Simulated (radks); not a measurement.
Task: Spherical quantum dot in the effective-mass picture: electrons in a hard-walled sphere of radius 9.4, with a point charge +1 (a donor) at the centre, all in effective atomic units (hartree* = m*/eps^2 hartree, bohr* = eps/m* bohr), one dielectric constant everywhere. Method: non-relativistic Kohn-Sham, exchange-only LDA, spin-polarised, spherical densities; computed with a radial shooting solver with Libxc functionals. Levels are named by radial order and angular momentum (1s, 1p, 1d, 2s, ...), and open shells are averaged over m. At N = 29 the configuration is 1s2 1p6 1d10 2s(up 1, down 0) 1f(up 7, down 3). Does electron 30 go into 1f down or 1g up or 1g down?

Result: Into 1f down. The total energies of the other choices lie higher by 0.0538 hartree* (1g up), 0.0755 hartree* (1g down).
